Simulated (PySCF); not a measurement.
CH₃IOSi, SMILES CO[Si]I (connectivity only; charge and spin as stated), neutral, multiplicity 1.

Coordinates come from a PBE0-D3(BJ)/def2-SVP optimisation. The def2 effective core potentials stand for the cores of I; spin–orbit coupling is left out. Other conformers were not sampled.

These are TDDFT-LC-ωPBE/def2-SVPD in PySCF 2.14.0 values and carry that method's errors.

Vertical excitations. Gas-phase values at a fixed geometry. State labels are in the subgroup Cs.

Q: Estimate the UV-visible absorptions. (An estimate is asked for; the answer gives what the named calculation found.)

A: 
| state | symmetry | energy (eV) | λ (nm) | f | main pairs |
|---|---|---|---|---|---|
| S1 | A" | 3.89 | 319 | 0.020 | HOMO→LUMO 95 % |
| S2 | A" | 4.89 | 254 | 0.000 | HOMO−2→LUMO 94 % |
| S3 | A' | 5.16 | 240 | 0.007 | HOMO−1→LUMO 87 % |
| S4 | A' | 6.14 | 202 | 0.248 | HOMO→LUMO+1 56 %, HOMO−2→LUMO+1 23 % |
| S5 | A" | 6.36 | 195 | 0.000 | HOMO−3→LUMO 46 %, HOMO−1→LUMO+1 43 % |
| S6 | A" | 6.42 | 193 | 0.017 | HOMO−3→LUMO 49 %, HOMO−1→LUMO+1 40 % |
| S7 | A' | 6.65 | 186 | 0.147 | HOMO→LUMO+4 26 %, HOMO→LUMO+6 26 %, HOMO−2→LUMO+1 22 %, HOMO→LUMO+2 5 % |
| S8 | A' | 6.75 | 184 | 0.395 | HOMO−2→LUMO+1 39 %, HOMO→LUMO+1 12 %, HOMO→LUMO+2 12 %, HOMO→LUMO+4 11 % |
| S9 | A' | 7.20 | 172 | 0.048 | HOMO−4→LUMO 73 % |
| S10 | A' | 7.41 | 167 | 0.077 | HOMO→LUMO+2 38 %, HOMO→LUMO+4 16 %, HOMO−4→LUMO 14 %, HOMO→LUMO+7 8 % |
| T1 | A" | 2.42 | 513 | 0 | HOMO→LUMO 83 % |
| T2 | A' | 4.49 | 276 | 0 | HOMO→LUMO+1 63 % |
| T3 | A' | 4.55 | 272 | 0 | HOMO−1→LUMO 91 % |
| T4 | A" | 4.76 | 261 | 0 | HOMO−2→LUMO 89 % |
Triplets are in the Tamm–Dancoff approximation, which puts them higher than full response would, so one can lie above its singlet here.
